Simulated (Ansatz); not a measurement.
`CCBS` + `CB[SiH3]` → `CB([SiH3])BS` + `CC`  (formal exchange of groups at a B–C bond)

Computed with Ansatz on PBE0-D4/def2-TZVP structures; ΔE is electronic, products minus reactants. CBS: MP2 limit from def2 TZ/QZ plus the TZ coupled-cluster correction, frozen cores. This one scheme is used for every species. DFT in def2-TZVPP. B3LYP here is the variant with VWN-RPA as its local correlation; programs differ in this. Each species was taken in one conformer, which may not be the lowest.

`CCBS`:

```xyz
11

C    -0.531    0.022    1.395
C     0.396    0.272    0.206
B    -0.285    0.079   -1.185
S     0.461   -0.697   -2.600
H    -0.855   -1.021    1.432
H    -1.430    0.639    1.330
H    -0.038    0.246    2.343
H     0.717    1.326    0.225
H     1.315   -0.315    0.304
H    -1.393    0.484   -1.396
H     1.643   -1.036   -2.053
```

`CB[SiH3]`:

Z-matrix (Å, degrees):
```
C
B 1 1.550
H 1 1.092 2 114.9
H 1 1.106 2 102.7 3 113.8
H 1 1.091 2 116.1 3 -131.0
Si 2 2.018 1 124.4 3 151.8
H 2 1.201 1 118.6 3 -30.5
H 6 1.494 2 107.9 1 -112.4
H 6 1.491 2 111.7 1 130.1
H 6 1.491 2 114.0 1 7.1
```

`CB([SiH3])BS`:

Z-matrix (Å, degrees):
```
C
B 1 1.563
H 1 1.092 2 115.6
H 1 1.104 2 103.4 3 -114.9
H 1 1.092 2 115.2 3 130.0
Si 2 2.029 1 118.1 3 24.1
B 2 1.648 1 124.5 3 -157.3
H 6 1.494 2 106.7 1 -84.5
H 6 1.492 2 111.6 1 32.5
H 6 1.489 2 114.9 1 156.2
S 7 1.778 2 124.4 1 -86.1
H 7 1.199 2 123.1 1 96.5
H 11 1.346 7 100.4 2 1.9
```

`CC`:

Z-matrix (Å, degrees):
```
C
C 1 1.519
H 1 1.093 2 111.4
H 1 1.093 2 111.4 3 120.0
H 1 1.093 2 111.4 3 -120.0
H 2 1.093 1 111.4 3 180.0
H 2 1.093 1 111.4 3 -60.0
H 2 1.093 1 111.4 3 60.0
```

| level | ΔE (kJ/mol) |
| --- | --- |
| B3LYP-D4 | -9.9 |
| ωB97M-V | -2.4 |
| B3LYP | -5.8 |
| HF/def2-TZVPP | 5.5 |
| MP2/def2-TZVPP | -2.0 |
| SCS-MP2/def2-TZVPP | -0.3 |
| CCSD/def2-TZVPP | -2.3 |
| CCSD/CBS(def2) | -2.7 |

Q: What does CCSD(T)/CBS give? (An estimate is asked.)

A: The calculation gave: -4.5 kJ/mol. The listed levels differ from it by -5.4, 2.1, -1.3, 10.0, 2.5, 4.2, 2.2, 1.8 kJ/mol.

Largest T1 diagnostic among the species: 0.014.

The D4 term adds −4.1 kJ/mol with B3LYP and −2.6 kJ/mol with PBE0; it sums over pairs of atoms, weighted by their polarisabilities, and B3LYP, whose exchange is more repulsive, gets the larger term. From PBE to PBE0 (25 % exact exchange), in def2-TZVPP and without D4, ΔE moves by +4.2 kJ/mol. In def2-TZVPP, CCSD(T) changes the Hartree–Fock value by −9.7 kJ/mol (the triples alone add −1.8 kJ/mol) and MP2 by −7.5 kJ/mol.
